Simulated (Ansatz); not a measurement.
Ansatz (a quantum-chemistry and plane-wave program) input (B3LYP-D3(BJ)/def2-TZVP):

Ansatz 0.2 input:
```yaml
crystal:
  periodic: [false, false, false]
  atoms:
    - {symbol: Zr, position_ang: [-0.00000000, -0.00000000, -0.29471518]}
    - {symbol: O, position_ang: [0.00000000, 0.00000000, 1.47357589]}
basis:
  gaussian:
    orbitals: def2-TZVP
hamiltonian:
  xc: b3lyp
  dispersion: d3bj
total_charge: -1
magnetization: {spin_polarized: true, initial_magnetization: 1}
phonons: {temperatures: {t_min: 298.15, t_max: 298.15, t_step: 100}}
```

Output:

```
Functional definition: B3LYP
integrals: 0.01 GiB planned
506 factors; their error is unknown
mean field: 0.20 GiB planned
mean field evaluation 1: about -3327.4661 eV, gradient 2.0e1 eV
mean field evaluation 2: about -3319.2881 eV, gradient 5.1e1 eV
mean field evaluation 4: about -3329.0406 eV, gradient 1.1e0 eV
mean field evaluation 8: about -3329.0730 eV, gradient 9.2e-2 eV
mean field evaluation 16: about -3329.0730 eV, gradient 4.1e-5 eV
mean field evaluation 32: about -3328.3835 eV, gradient 3.3e0 eV
mean field -3329.07302381 eV, -122.3411770983 hartree, gradient 5.1e-6 eV, S^2 0.766846; 4 other end points of the search recorded, 0 dependent functions left out
the calculation of the forces begins
reference -3329.07319050 eV, -122.3411832242 hartree; 11, 10 occupied and 60, 61 virtual orbitals, 506 factors
these checks for a lower state are left out or cut short: stability, starts, cluster_reference, orbital_swaps, neighbouring_geometries, increment
integrals: 0.01 GiB planned
506 factors; their error is unknown
mean field: 0.20 GiB planned
mean field -3329.07302381 eV, -122.3411770983 hartree, gradient 7.8e-7 eV, S^2 0.766847; 0 other end points of the search recorded, 0 dependent functions left out
the calculation of the forces begins
reference -3329.07319051 eV, -122.3411832242 hartree; 11, 10 occupied and 60, 61 virtual orbitals, 506 factors
these checks for a lower state are left out or cut short: stability, starts, cluster_reference, orbital_swaps, neighbouring_geometries, increment
integrals: 0.01 GiB planned
506 factors; their error is unknown
mean field: 0.20 GiB planned
mean field -3329.07302381 eV, -122.3411770983 hartree, gradient 7.8e-7 eV, S^2 0.766847; 0 other end points of the search recorded, 0 dependent functions left out
the calculation of the forces begins
reference -3329.07319051 eV, -122.3411832242 hartree; 11, 10 occupied and 60, 61 virtual orbitals, 506 factors
these checks for a lower state are left out or cut short: stability, starts, cluster_reference, orbital_swaps, neighbouring_geometries, increment
integrals: 0.01 GiB planned
506 factors; their error is unknown
mean field: 0.20 GiB planned
mean field -3329.07302381 eV, -122.3411770983 hartree, gradient 7.8e-7 eV, S^2 0.766847; 0 other end points of the search recorded, 0 dependent functions left out
the calculation of the forces begins
reference -3329.07319051 eV, -122.3411832242 hartree; 11, 10 occupied and 60, 61 virtual orbitals, 506 factors
these checks for a lower state are left out or cut short: stability, starts, cluster_reference, orbital_swaps, neighbouring_geometries, increment
integrals: 0.01 GiB planned
506 factors; their error is unknown
mean field: 0.20 GiB planned
mean field evaluation 64: about -3329.0730 eV, gradient 7.8e-7 eV
mean field -3329.07302381 eV, -122.3411770983 hartree, gradient 7.8e-7 eV, S^2 0.766847; 0 other end points of the search recorded, 0 dependent functions left out
the calculation of the forces begins
reference -3329.07319051 eV, -122.3411832242 hartree; 11, 10 occupied and 60, 61 virtual orbitals, 506 factors
these checks for a lower state are left out or cut short: stability, starts, cluster_reference, orbital_swaps, neighbouring_geometries, increment
integrals: 0.01 GiB planned
506 factors; their error is unknown
mean field: 0.20 GiB planned
mean field -3329.07289379 eV, -122.3411723200 hartree, gradient 2.9e-6 eV, S^2 0.766733; 0 other end points of the search recorded, 0 dependent functions left out
the calculation of the forces begins
reference -3329.07306039 eV, -122.3411784424 hartree; 11, 10 occupied and 60, 61 virtual orbitals, 506 factors
these checks for a lower state are left out or cut short: stability, starts, cluster_reference, orbital_swaps, neighbouring_geometries, increment
integrals: 0.01 GiB planned
506 factors; their error is unknown
mean field: 0.20 GiB planned
mean field -3329.07289829 eV, -122.3411724856 hartree, gradient 2.9e-6 eV, S^2 0.766961; 0 other end points of the search recorded, 0 dependent functions left out
the calculation of the forces begins
reference -3329.07306508 eV, -122.3411786150 hartree; 11, 10 occupied and 60, 61 virtual orbitals, 506 factors
these checks for a lower state are left out or cut short: stability, starts, cluster_reference, orbital_swaps, neighbouring_geometries, increment
integrals: 0.01 GiB planned
506 factors; their error is unknown
mean field: 0.20 GiB planned
mean field -3329.07302381 eV, -122.3411770983 hartree, gradient 7.8e-7 eV, S^2 0.766847; 0 other end points of the search recorded, 0 dependent functions left out
the calculation of the forces begins
reference -3329.07319051 eV, -122.3411832242 hartree; 11, 10 occupied and 60, 61 virtual orbitals, 506 factors
these checks for a lower state are left out or cut short: stability, starts, cluster_reference, orbital_swaps, neighbouring_geometries, increment
integrals: 0.01 GiB planned
506 factors; their error is unknown
mean field: 0.20 GiB planned
mean field -3329.07302381 eV, -122.3411770983 hartree, gradient 7.8e-7 eV, S^2 0.766847; 0 other end points of the search recorded, 0 dependent functions left out
the calculation of the forces begins
reference -3329.07319051 eV, -122.3411832242 hartree; 11, 10 occupied and 60, 61 virtual orbitals, 506 factors
these checks for a lower state are left out or cut short: stability, starts, cluster_reference, orbital_swaps, neighbouring_geometries, increment
integrals: 0.01 GiB planned
506 factors; their error is unknown
mean field: 0.20 GiB planned
mean field evaluation 96: about -3329.0730 eV, gradient 8.9e-2 eV
mean field -3329.07302381 eV, -122.3411770983 hartree, gradient 7.8e-7 eV, S^2 0.766847; 0 other end points of the search recorded, 0 dependent functions left out
the calculation of the forces begins
reference -3329.07319051 eV, -122.3411832242 hartree; 11, 10 occupied and 60, 61 virtual orbitals, 506 factors
these checks for a lower state are left out or cut short: stability, starts, cluster_reference, orbital_swaps, neighbouring_geometries, increment
integrals: 0.01 GiB planned
506 factors; their error is unknown
mean field: 0.20 GiB planned
mean field -3329.07302381 eV, -122.3411770983 hartree, gradient 7.8e-7 eV, S^2 0.766847; 0 other end points of the search recorded, 0 dependent functions left out
the calculation of the forces begins
reference -3329.07319051 eV, -122.3411832242 hartree; 11, 10 occupied and 60, 61 virtual orbitals, 506 factors
these checks for a lower state are left out or cut short: stability, starts, cluster_reference, orbital_swaps, neighbouring_geometries, increment
integrals: 0.01 GiB planned
506 factors; their error is unknown
mean field: 0.20 GiB planned
mean field -3329.07289829 eV, -122.3411724856 hartree, gradient 2.9e-6 eV, S^2 0.766961; 0 other end points of the search recorded, 0 dependent functions left out
the calculation of the forces begins
reference -3329.07306508 eV, -122.3411786150 hartree; 11, 10 occupied and 60, 61 virtual orbitals, 506 factors
these checks for a lower state are left out or cut short: stability, starts, cluster_reference, orbital_swaps, neighbouring_geometries, increment
integrals: 0.01 GiB planned
506 factors; their error is unknown
mean field: 0.20 GiB planned
mean field -3329.07289379 eV, -122.3411723200 hartree, gradient 2.9e-6 eV, S^2 0.766733; 0 other end points of the search recorded, 0 dependent functions left out
the calculation of the forces begins
reference -3329.07306039 eV, -122.3411784424 hartree; 11, 10 occupied and 60, 61 virtual orbitals, 506 factors
Total energy: -3329.11783060 eV, -122.3428237176 hartree
Atom 0 at    -0.000000    -0.000000    -0.294715 Å, force    -0.000000     0.000000    -0.000321 eV/Å
Atom 1 at     0.000000     0.000000     1.473576 Å, force     0.000000    -0.000000     0.000321 eV/Å
Dipole moment:    -0.000000     0.000000    -0.054541 e Å
Vibrations: 903.81 cm⁻¹, zero-point energy 0.056029 eV
```

The spin state was set by rule; other spins were not relaxed.
